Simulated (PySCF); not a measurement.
A structure optimised at PBE-D3(BJ)/def2-SVP, used in a PySCF frequency run:

```xyz
12

F     -3.1446     0.2084     0.0095
C     -1.9860    -0.5726     0.0428
Si    -0.4922     0.6047    -0.0319
O      0.8878    -0.3456     0.0081
Si     2.5612    -0.2739     0.0024
H     -1.9889    -1.2809    -0.8170
H     -1.9753    -1.1844     0.9737
H     -0.5323     1.5382     1.1468
H     -0.5518     1.4069    -1.3027
H      3.0585     0.5138     1.1852
H      3.0561     0.3777    -1.2613
H      3.0816    -1.6787     0.0800
```
Charge 0, spin multiplicity 1.

Problem. Write its SMILES and formula.

Solution. FC[SiH2]O[SiH3], CH7FOSi2

Problem. What are its rotational constants (standard atomic weights)?

Solution. 14.292, 1.0417, 1.0004 GHz
